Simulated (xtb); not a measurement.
selenium hexafluoride (F6Se), singlet, at a GFN2-xTB geometry; GFN2-xTB (xtb).

xtb was given this input:
```
$ xtb mol.xyz --gfn 2 --acc 0.1 --json

# file mol.xyz
7

F      0.97227429    -1.31989934    -0.49748921
Se    -0.00000000     0.00000000     0.00000000
F      1.22973411     1.08914258    -0.48628133
F     -1.22973411    -1.08914258     0.48628133
F     -0.69092966     0.08112488    -1.56556125
F      0.69092966    -0.08112488     1.56556125
F     -0.97227429     1.31989934     0.49748921
```

The log (banner, timings and long lists left out):

```
   ID    Z sym.   atoms
    1    9 F      1, 3-7
    2   34 Se     2

           -------------------------------------------------
          |                Calculation Setup                |
           -------------------------------------------------

           -------------------------------------------------
          |                 G F N 2 - x T B                 |
           -------------------------------------------------

          ...................................................
          :                      SETUP                      :
          :.................................................:
          :  # basis functions                  34          :
          :  # atomic orbitals                  33          :
          :  # shells                           15          :
          :  # electrons                        48          :
          :  max. iterations                   250          :
          :  Hamiltonian                  GFN2-xTB          :
          :  restarted?                      false          :
          :  GBSA solvation                  false          :
          :  PC potential                    false          :
          :  electronic temp.          300.0000000     K    :
          :  accuracy                    0.1000000          :
          :  -> integral cutoff          0.3500000E+02      :
          :  -> integral neglect         0.1000000E-08      :
          :  -> SCF convergence          0.1000000E-06 Eh   :
          :  -> wf. convergence          0.1000000E-04 e    :
          :  Broyden damping             0.4000000          :
          :  net charge                          0          :
          :  unpaired electrons                  0          :
          ...................................................

 iter      E             dE          RMSdq      gap      omega  full diag
   1    -31.4024429 -0.314024E+02  0.962E+00    8.46       0.0  T
   2    -31.5262545 -0.123812E+00  0.430E+00    8.24       1.0  T
   3    -31.5440109 -0.177564E-01  0.178E+00    8.13       1.0  T
   4    -31.5303852  0.136257E-01  0.246E+00    8.12       1.0  T
   5    -31.5468388 -0.164536E-01  0.434E-01    8.10       1.0  T
   6    -31.5467585  0.803399E-04  0.476E-01    8.10       1.0  T
   7    -31.5472586 -0.500188E-03  0.234E-01    8.10       1.0  T
   8    -31.5474183 -0.159622E-03  0.136E-03    8.09      27.9  T
   9    -31.5474182  0.281799E-07  0.339E-03    8.09      11.2  T
[...]
         :: total energy             -31.532063887860 Eh    ::
[...]
                  HL-Gap            0.2973838 Eh            8.0922 eV
             Fermi-level           -0.4358097 Eh          -11.8590 eV

     #   Z          covCN         q      C6AA      α(0)
     1   9 F        0.783    -0.203    11.270     3.965
     2  34 Se       4.698     1.220   199.000    24.581
     3   9 F        0.783    -0.203    11.270     3.965
     4   9 F        0.783    -0.203    11.270     3.965
     5   9 F        0.783    -0.203    11.270     3.965
     6   9 F        0.783    -0.203    11.270     3.965
     7   9 F        0.783    -0.203    11.270     3.965

 Mol. C6AA /au·bohr⁶  :       1135.594159
 Mol. C8AA /au·bohr⁸  :      39625.527097
 Mol. α(0) /au        :         48.372969

Wiberg/Mayer (AO) data.
largest (>0.10) Wiberg bond orders for each atom

 ---------------------------------------------------------------------------
     #   Z sym  total        # sym  WBO       # sym  WBO       # sym  WBO
 ---------------------------------------------------------------------------
     1   9 F    1.207 --     2 Se   0.928
     2  34 Se   5.568 --     6 F    0.928     5 F    0.928     3 F    0.928
                             4 F    0.928     7 F    0.928     1 F    0.928
     3   9 F    1.207 --     2 Se   0.928
     4   9 F    1.207 --     2 Se   0.928
     5   9 F    1.207 --     2 Se   0.928
     6   9 F    1.207 --     2 Se   0.928
     7   9 F    1.207 --     2 Se   0.928
 ---------------------------------------------------------------------------

Topologies differ in total number of bonds
Writing topology from bond orders to xtbtopo.mol

molecular dipole:
                 x           y           z       tot (Debye)
 q only:        0.000      -0.000       0.000
   full:        0.000      -0.000      -0.000       0.000
molecular quadrupole (traceless):
                xx          xy          yy          xz          yz          zz
 q only:        0.000       0.000      -0.000       0.000      -0.000       0.000
  q+dip:        0.000      -0.000      -0.000       0.000      -0.000       0.000
   full:        0.000      -0.000      -0.000       0.000      -0.000       0.000

           -------------------------------------------------
          | TOTAL ENERGY              -31.532063887860 Eh   |
          | GRADIENT NORM               0.000009134377 Eh/α |
          | HOMO-LUMO GAP               8.092224440051 eV   |
           -------------------------------------------------

normal termination of xtb
```
